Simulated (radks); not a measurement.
Computed order of ionisation of silver. At each step one electron was removed from each of the four highest sub-shells of the ion before, moves of one valence electron (up to charge 6) and the configuration listed by NIST were tried, and the lowest configuration was kept. Method: scalar-relativistic Kohn-Sham, PBE, spin-polarised, spherical densities, finite nucleus; Fermi nuclear charge, rms radius of each element as measured or else 0.836 A^(1/3) + 0.57 fm; computed with a radial shooting solver on a logarithmic mesh with Libxc functionals. Open shells are filled with parallel spins first.

species  lowest configuration found  NIST configuration  margin to the next tried (eV)  IE (eV)  NIST IE (eV)       kind
Ag                    [Kr] 4d10 5s1                same                          3.911    7.946         7.576       exp.
Ag+                       [Kr] 4d10                same                          4.862   21.930        21.484       exp.
Ag2+                       [Kr] 4d9                same                          8.105   35.577          34.8  semi-emp.
Ag3+                       [Kr] 4d8                same                         11.655   50.560            49     theory
Ag4+                       [Kr] 4d7                same                         15.410   66.636            65     theory
Ag5+                       [Kr] 4d6                same                         19.286   83.622            82     theory
Ag6+                       [Kr] 4d5                same                         29.148   107.05           106     theory
Ag7+                       [Kr] 4d4                same                         51.707   126.48           125     theory
Ag8+                       [Kr] 4d3                same                         53.557   146.65           145     theory
Ag9+                       [Kr] 4d2                same                         55.518   167.49           167     theory
Ag10+                      [Kr] 4d1                same                         57.611   188.93           188     theory
Ag11+                          [Kr]                same                         59.872   273.24         271.5  semi-emp.
Ag12+             [Ar] 3d10 4s2 4p5                same                         40.916   297.29           294     theory
Ag13+             [Ar] 3d10 4s2 4p4                same                         41.470   321.35           321     theory

Reference values: NIST Atomic Spectra Database (exp. = measured, semi-emp. = semi-empirical, theory = theoretical value adopted there). Open shells are spherical and high-spin; term and fine-structure splittings are not resolved.
